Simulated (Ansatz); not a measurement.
**Molecular dynamics of O**

input.yaml

```yaml
crystal:
  lattice:
    - [8.025957, 0.0, 0.0]
    - [0.0, 8.025957, 0.0]
    - [0.0, 0.0, 8.025957]
  atoms:
    - { symbol: O, position: [0.57733952, 0.70633511, 0.84658954], spin: 0.56 }
    - { symbol: O, position: [0.61330643, 0.69342305, 0.69950361], spin: 0.56 }
    - { symbol: O, position: [0.98138998, 0.33875531, 0.55504604], spin: 0.56 }
    - { symbol: O, position: [0.86856991, 0.32125235, 0.45454375], spin: 0.56 }
    - { symbol: O, position: [0.00875585, 0.74641787, 0.75267432], spin: 0.56 }
    - { symbol: O, position: [0.14312458, 0.76279033, 0.82223695], spin: 0.56 }
    - { symbol: O, position: [0.66999849, 0.34693834, -0.01094077], spin: 0.56 }
    - { symbol: O, position: [0.62533061, 0.38701927, 0.12841079], spin: 0.56 }
    - { symbol: O, position: [0.30618524, 0.57517963, 0.25576483], spin: 0.56 }
    - { symbol: O, position: [0.39296547, 0.58732556, 0.3798181], spin: 0.56 }
    - { symbol: O, position: [0.04040591, 0.2232042, 1.0656152], spin: 0.56 }
    - { symbol: O, position: [0.02598046, 0.1801192, 0.92034696], spin: 0.56 }
    - { symbol: O, position: [0.39958908, 0.04054287, 0.99109746], spin: 0.56 }
    - { symbol: O, position: [0.41870242, 0.07057374, 0.84345357], spin: 0.56 }
    - { symbol: O, position: [0.9358834, 0.68123276, 0.29694868], spin: 0.56 }
    - { symbol: O, position: [0.92775061, 0.65121396, 0.14794269], spin: 0.56 }
    - { symbol: O, position: [0.64905499, 0.95388767, 0.37292384], spin: 0.56 }
    - { symbol: O, position: [0.71670492, 1.00570601, 0.24736969], spin: 0.56 }
    - { symbol: O, position: [0.23233655, 0.97135922, 0.46185295], spin: 0.56 }
    - { symbol: O, position: [0.27929579, 1.10415014, 0.40511786], spin: 0.56 }
magnetization:
  spin_polarized: true
basis:
  ecutwfc: 420.0
kpoints:
  mp_grid: { grid: [1, 1, 1] }
hamiltonian:
  xc: pbe
  dispersion: d3bj
scf:
  occupations: { method: fermi_dirac, width: 0.02 }
  lower_state_search: "off"
md:
  timestep: 1
  n_steps: 180
  ensemble: nvt_langevin
  temperature: 250.0
  initial_velocities: maxwell_boltzmann
  seed: 925728
  friction: 0.02
```

Launched with:

```bash
$ ansatz run input.yaml --threads 1 --pin off --max-ram 3072MiB --backend cpu --events-out ev --progress --plain --runs-dir out
```

It starts from a partly relaxed structure (largest force component 0.26 eV/Å).

Output, in part (step lines):

```
md step     0: t =     0.00 fs  T =   237.5 K  F+E_penalty+E_count = -11300.05666017 eV  E_kin = 0.613985 eV  (13 SCF iters)
md step     1: t =     1.00 fs  T =   245.2 K  F+E_penalty+E_count = -11300.04784419 eV  E_kin = 0.633866 eV  (8 SCF iters)
md step     2: t =     2.00 fs  T =   230.6 K  F+E_penalty+E_count = -11300.02924014 eV  E_kin = 0.596176 eV  (9 SCF iters)
md step     3: t =     3.00 fs  T =   228.0 K  F+E_penalty+E_count = -11300.00679609 eV  E_kin = 0.589538 eV  (9 SCF iters)
md step     4: t =     4.00 fs  T =   234.2 K  F+E_penalty+E_count = -11299.98347928 eV  E_kin = 0.605346 eV  (8 SCF iters)
md step     5: t =     5.00 fs  T =   232.5 K  F+E_penalty+E_count = -11299.96856480 eV  E_kin = 0.601182 eV  (8 SCF iters)
md step     6: t =     6.00 fs  T =   211.6 K  F+E_penalty+E_count = -11299.96560236 eV  E_kin = 0.546965 eV  (8 SCF iters)
md step     7: t =     7.00 fs  T =   236.5 K  F+E_penalty+E_count = -11299.97135180 eV  E_kin = 0.611525 eV  (7 SCF iters)
[... lines left out ...]
md step   180: t =   180.00 fs  T =   224.4 K  F+E_penalty+E_count = -11299.78048094 eV  E_kin = 0.580092 eV  (9 SCF iters)
```

The steps, from the saved trajectory:

```csv
time (fs),T (K),potential energy less start (eV)
0.0,238,0.000
6.0,212,0.091
12.0,271,0.047
18.0,245,0.061
24.0,195,0.114
30.0,232,0.068
36.0,183,0.181
42.0,222,0.087
48.0,205,0.135
54.0,208,0.117
60.0,191,0.162
66.0,198,0.196
72.0,174,0.255
78.0,169,0.283
84.0,218,0.274
90.0,237,0.305
96.0,249,0.220
102.0,284,0.236
108.0,270,0.196
114.0,229,0.235
120.0,228,0.226
126.0,225,0.258
132.0,248,0.205
138.0,215,0.289
144.0,257,0.169
150.0,208,0.330
156.0,254,0.238
162.0,253,0.279
168.0,265,0.226
174.0,269,0.231
180.0,224,0.276
```

All steps were run. A run of 0.18 ps of so small a system gives no equilibrium averages. Limits of this set-up: coarse k mesh.

Mean squared displacements from the first frame to the last, about the centre of mass: O 0.23 Å².

Last frame:

```xyz
20
Lattice="8.0260 0.0000 0.0000 0.0000 8.0260 0.0000 0.0000 0.0000 8.0260" Properties=species:S:1:pos:R:3
O 4.463 5.552 6.471
O 4.796 6.170 5.500
O 7.807 2.076 4.122
O 6.839 2.835 4.254
O 0.056 5.174 5.990
O 1.097 5.718 6.355
O 4.879 2.743 -0.470
O 4.682 3.044 0.689
O 2.596 4.341 1.877
O 2.521 4.204 3.092
O 0.224 1.362 8.595
O 0.361 1.915 7.459
O 3.253 0.320 8.107
O 3.071 0.464 6.928
O 7.691 5.427 2.191
O 7.312 4.679 1.342
O 4.996 7.855 3.064
O 5.574 8.302 2.112
O 1.665 7.545 3.611
O 2.193 8.619 3.709
```

Time of the run: 16 min on 1 thread of Arm Neoverse V2 (shared host), peak memory 0.59 GiB.
